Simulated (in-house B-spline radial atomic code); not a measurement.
The numbers below are computed, except where a source is named.
Ag⁺ at several levels of theory

Ground configuration [Kr] 4d10. All numbers come from an all-electron radial atomic-structure program (B-spline basis), all electrons, at the radial basis limit. Mean-field, RPA, GW and linear-response runs are scalar-relativistic (one-electron X2C), no spin-orbit coupling, without Breit or QED terms, open shells spin-polarised at highest spin; the many-body runs on Dirac-Hartree-Fock orbitals are four-component, and their energies hold both.

**Ionisation energy.** The reference is 21.484 eV (NIST, measured). It runs between the lowest fine-structure levels, while the runs without spin-orbit coupling give shell averages, so part of their difference is this splitting, and a close match can be a cancellation.

```csv
method,value (eV),minus reference (eV)
minus the highest LDA VWN5 level,15.92,-5.56
minus the highest PBE level,15.64,-5.85
G0W0 on PBE,21.79,+0.30
minus the highest r2SCAN level,15.79,-5.70
minus the highest PBE0 level,17.46,-4.03
G0W0 on PBE0,21.74,+0.26
minus the highest B3LYP (VWN-RPA) level,17.20,-4.28
minus the highest CAM-B3LYP level,19.02,-2.47
minus the highest LC-wPBE level,20.23,-1.26
minus the highest Hartree-Fock level,22.03,+0.55
G0W0 on Hartree-Fock,22.00,+0.52
Dirac-Fock + self-energy with TDHF screening (4d5/2),21.28,-0.21
```

(1) Which methods come closest, and which lies farthest off?

**Static dipole polarisability and C6** of two like species, by linear response (no reference value is at hand):

| method | α (bohr³) | C6 (hartree·bohr⁶) |
| --- | --- | --- |
| LDA VWN5 | 10.74 | 64.6 |
| PBE | 10.77 | 64.62 |
| PBE0 | 10.05 | 59.94 |
| B3LYP (VWN-RPA) | 10.31 | 61.56 |
| CAM-B3LYP | 10.19 | 60.77 |
| LC-wPBE | 10.1 | 60.34 |
| TDHF | 8.817 | 51.77 |
| relativistic RPA (four-component TDHF) | 8.829 | 51.84 |

(2) What mean excitation energy do α and C6 imply in London's formula C6 = (3/4) α² ω?

Run times on one thread of shared hosts: mean field, RPA, SOSEX and G0W0 on PBE, 5.9 s (Arm Neoverse N1); TDDFT with PBE, 3.9 s (Intel Xeon Platinum 8488C (Sapphire Rapids)); removal energies by the self-energy, 100 s (Arm Neoverse V1).

Answers

(1) Closest: Dirac-Fock + self-energy with TDHF screening (4d5/2) (-0.21 eV) and G0W0 on PBE0 (+0.26 eV). Farthest: minus the highest PBE level (-5.85 eV). The TDHF-screened form was chosen among four for its agreement on 13 closed-shell atoms.

(2) LDA VWN5: ω = 0.747 hartree; relativistic RPA (four-component TDHF): ω = 0.887 hartree. A method that puts the excitations lower gives a larger α and a smaller ω.
